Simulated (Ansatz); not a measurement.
Basis-set series for C2H9AlS, SMILES `C[S+](C)[AlH3-]`. The species carries charge 0 and has multiplicity 1. The geometry is a stationary point of PBE0-D4/def2-TZVP.

Z-matrix (Å, degrees):
```
C
S 1 1.795
H 1 1.091 2 109.9
H 1 1.090 2 109.8 3 122.5
H 1 1.090 2 106.9 3 -118.7
C 2 1.796 1 100.8 3 -56.8
Al 2 2.440 1 100.1 3 45.5
H 6 1.090 2 109.8 1 -65.8
H 6 1.091 2 109.9 1 56.7
H 6 1.090 2 106.9 1 175.4
H 7 1.608 2 95.9 1 -51.5
H 7 1.599 2 99.2 1 67.4
H 7 1.599 2 99.2 1 -170.5
```

```tsv
functional	basis	functions	energy (Eh)	HOMO (eV)	LUMO (eV)
PBE0-D4	def2-SVP	109	-721.62341	-7.54	0.47
PBE0-D4	def2-QZVPP	524	-721.96496	-7.59	-0.10
ωB97M-V	def2-SVP	109	-721.86117	-9.73	2.24
ωB97M-V	def2-QZVPP	524	-722.20927	-9.83	1.27
```

Question: Give the rows for def2-TZVPP. (An estimate is asked.)

Answer: Ansatz gave: 
| functional | basis | functions | energy (Eh) | HOMO (eV) | LUMO (eV) |
| --- | --- | --- | --- | --- | --- |
| PBE0-D4 | def2-TZVPP | 272 | -721.94017 | -7.58 | 0.05 |
| ωB97M-V | def2-TZVPP | 272 | -722.18505 | -9.82 | 1.81 |

Positive LUMOs are unbound and depend on the basis.
